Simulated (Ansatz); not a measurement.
Consider the substitution at a C–Cl bond: `F/C(Br)=C/Cl` + HBr → `F/C(Br)=C\Br` + HCl.

Computed with Ansatz on PBE0-D4/def2-TZVP structures; ΔE is electronic, products minus reactants. CCSD(T)/CBS adds triple-zeta CCSD(T) − MP2 to the extrapolated MP2 energy (def2 sets, frozen cores). This one scheme is used for every species. Double bonds are as drawn, so ΔE can hold a change between cis and trans. Functionals use def2-TZVPP. B3LYP here is the variant with VWN-RPA as its local correlation; programs differ in this. For Br outer-core shells are correlated without core-valence functions, which leaves a few kJ/mol of doubt a bond. Scalar relativity is left out up to krypton.

| level | ΔE (kJ/mol) | difference from CCSD(T)/CBS |
| --- | --- | --- |
| PBE-D4 | -7.5 | 2.7 |
| r2SCAN-D4 | -8.1 | 2.1 |
| PBE0-D4 | -7.9 | 2.3 |
| B3LYP-D4 | -8.7 | 1.5 |
| ωB97X-V | -7.6 | 2.6 |
| ωB97M-V | -7.8 | 2.4 |
| B2PLYP | -10.3 | -0.1 |
| PBE | -7.3 | 2.9 |
| r2SCAN | -8.0 | 2.2 |
| PBE0 | -7.6 | 2.6 |
| B3LYP | -8.4 | 1.8 |
| HF/def2-TZVPP | -9.9 | 0.3 |
| MP2/def2-TZVPP | -14.3 | -4.1 |
| SCS-MP2/def2-TZVPP | -13.7 | -3.5 |
| CCSD/def2-TZVPP | -12.9 | -2.7 |
| CCSD(T)/def2-TZVPP | -12.9 | -2.7 |
| HF/def2-QZVPP | -9.9 | 0.3 |
| MP2/def2-QZVPP | -12.7 | -2.5 |
| SCS-MP2/def2-QZVPP | -12.4 | -2.2 |
| HF/CBS(def2) | -9.9 | 0.3 |
| MP2/CBS(def2) | -11.6 | -1.4 |
| CCSD/CBS(def2) | -10.2 | 0.0 |
| CCSD(T)/CBS | -10.2 | 0 |

Largest T1 diagnostic among the species: 0.010.

CCSD(T)/CBS has its own doubt, a few kJ/mol and more with outer-core shells, so smaller differences from it don't rank the levels.
